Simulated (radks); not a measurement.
These are the eigenvalues of the occupied orbitals of an atom or ion with whole-number occupations (Ry). Method: non-relativistic Kohn-Sham, BLYP, spin-polarised, spherical densities, point nucleus; computed with a radial shooting solver on a logarithmic mesh with Libxc functionals.

1s: -351.2092
2s: -77.06729

Which element is it, and in what charge state? The configuration may be excited. Open shells, if any, are filled with parallel spins first.

Answer. Z = 20, calcium, charge +16: Ca16+ in [He] 2s2. The 1s level, -175.6 hartree, gives Z - s = 18.7 by -(Z - s)^2/2, which with screening narrows Z to a few neighbours, and with so few levels the electron count can be read from the list.
